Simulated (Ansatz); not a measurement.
This geometry of AlClH₅NO (9 atoms, charge 0, multiplicity 1) is a first-order saddle point.

Method: Ansatz, RKS PBE-D4/6-31G*.

```xyz
9
Properties=species:S:1:pos:R:3
Al 0.007 0.637 -0.112
O -0.095 -0.151 1.753
H -1.023 -0.407 1.950
H 1.438 0.247 -0.691
N -1.545 -0.007 -0.782
H -2.218 -0.622 -0.329
H -1.947 0.338 -1.653
Cl 0.031 2.670 0.732
H 0.059 0.674 2.278
```

Task: Which two structures does it join? (They come from a converged band through this point; their orientation in space is the band's.)

Result: No bond is made or broken.  The two ends are copies of one structure, up to a mirror image or an exchange of like atoms.

First end point:

```xyz
9
Properties=species:S:1:pos:R:3
Al 0.119 0.742 -0.075
O -0.060 -0.155 1.705
H -0.984 -0.411 1.308
H 1.438 0.234 -0.802
N -1.542 -0.060 -0.370
H -2.359 0.546 -0.487
H -1.621 -0.824 -1.047
Cl -0.064 2.818 0.484
H -0.218 0.489 2.430
```

Last end point:

```xyz
9
Properties=species:S:1:pos:R:3
Al 0.119 0.742 -0.074
O -0.061 -0.154 1.706
H -0.983 -0.412 1.306
H 1.438 0.234 -0.803
N -1.543 -0.060 -0.369
H -1.620 -0.826 -1.045
H -2.360 0.546 -0.489
Cl -0.062 2.817 0.486
H -0.220 0.492 2.429
```

Task: How far does it lie above each of them?

Result: 0.37 eV above the first and 0.37 eV above the second. This is the barrier of this one path; another mechanism may lie lower.

Time of the run: 2.6 min on 1 thread of Arm Neoverse V2, on a shared host, peak memory 0.12 GiB.
